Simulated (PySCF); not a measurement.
Species: C3H10B3N3.
Cartesian coordinates in Å at the PBE0-D3(BJ)/def2-SVP level; atoms count from 1:
```
atom  x, y, z in Å
C1     2.4433    0.6362   -0.6237
C2     2.4636    0.3038    0.6668
C3     1.2849   -0.1378    1.4829
N4     0.0248   -0.1516    0.7680
B5    -0.4007   -1.3413    0.0956
N6    -1.6136   -1.3059   -0.6535
B7    -2.4185   -0.1351   -0.7649
N8    -1.9581    1.0277   -0.0807
B9    -0.7550    1.0466    0.6841
H10    3.3533    0.9448   -1.1436
H11    1.5168    0.6134   -1.2041
H12    3.4123    0.3412    1.2167
H13    1.2048    0.5178    2.3679
H14    1.4944   -1.1472    1.8786
H15    0.2563   -2.3545    0.1720
H16   -1.9126   -2.1505   -1.1223
H17   -3.4433   -0.1289   -1.4066
H18   -2.5081    1.8749   -0.1318
H19   -0.3983    2.0482    1.2608
```

Level: PBE0/pcSseg-1 and B3LYP/def2-SVPD in PySCF, non-relativistic, on one gas-phase PBE0-D3(BJ)/def2-SVP geometry that isn't relaxed in the solvent. The solvent is an IEF-PCM continuum (cavity from Bondi-type radii × 1.2). Only the electrostatic response of the medium enters.

Gas phase at PBE0/pcSseg-1: HOMO -7.42 eV, LUMO 0.30 eV, dipole 0.21 D.

Question: What does the continuum do to the energy, the frontier levels and the dipole at PBE0/pcSseg-1 in chloroform?

Answer: 
```
   solvent      ε  E(solvent) − E(gas) (kJ/mol)  polarisation term (kJ/mol)  distortion of the solute (kJ/mol)  HOMO (eV)  LUMO (eV)  dipole (D)
chloroform  4.711                        -11.51                      -12.26                               0.75      -7.44       0.29        0.31
```

The first energy column is the sum of the next two and covers electrostatics alone.

Question: Which Hirshfeld charges (PBE0/pcSseg-1) respond most in chloroform (means over atoms taken as equivalent)?

Answer: 
```tsv
atoms	environment	gas (e)	solvent (e)	change
C1	terminal =CH2 carbon	-0.109	-0.117	-0.008
H16/H18	N–H hydrogen	+0.135	+0.142	+0.007
H12	vinylic hydrogen	+0.047	+0.051	+0.004
H13/H14	methylene hydrogen	+0.047	+0.051	+0.004
B5/B9	three-coordinate boron	+0.156	+0.153	-0.003
B7	three-coordinate boron	+0.159	+0.156	-0.003
H15/H19	B–H hydrogen	-0.067	-0.070	-0.003
H17	B–H hydrogen	-0.068	-0.070	-0.002
H10	vinylic hydrogen	+0.046	+0.047	+0.001
N4	boron-bound nitrogen	-0.155	-0.156	-0.001
C2	alkene CH carbon	-0.041	-0.042	-0.001
H11	vinylic hydrogen	+0.039	+0.038	-0.001
```

Question: How do the nuclear quadrupole coupling constants eQVzz/h respond in chloroform?

Answer: 
```
  nucleus  Q (barn)  gas (MHz)  solvent (MHz)  η gas  η solvent
14N at N4   0.02044       2.25           2.20   0.33       0.32
11B at B5   0.04059       3.49           3.46   0.09       0.08
14N at N6   0.02044       1.75           1.59   0.40       0.39
11B at B7   0.04059       3.55           3.53   0.10       0.10
14N at N8   0.02044       1.75           1.59   0.39       0.38
11B at B9   0.04059       3.50           3.48   0.09       0.08
```

Gas phase at B3LYP/def2-SVPD: HOMO -7.24 eV, LUMO -0.05 eV, dipole 0.22 D.

Question: What does the continuum do to the energy, the frontier levels and the dipole at B3LYP/def2-SVPD in chloroform?

Answer: 
| solvent | ε | E(solvent) − E(gas) (kJ/mol) | polarisation term (kJ/mol) | distortion of the solute (kJ/mol) | HOMO (eV) | LUMO (eV) | dipole (D) |
| --- | --- | --- | --- | --- | --- | --- | --- |
| chloroform | 4.711 | -10.54 | -11.33 | 0.79 | -7.22 | -0.03 | 0.32 |

Question: How does the static polarisability (B3LYP/def2-SVPD, frozen core, with the continuum's full static response) change?

Answer: 
```
    medium  isotropic (au)  principal values (au)  ⟨r²⟩ of the electrons (bohr²)
       gas            97.4      84.9, 92.5, 114.7                         1249.2
chloroform           120.4    105.9, 116.4, 139.1                         1248.5
```

The isotropic value in chloroform is 1.24 times the gas-phase one; no cavity-field correction is applied. ⟨r²⟩ is taken about the centre of nuclear charge.
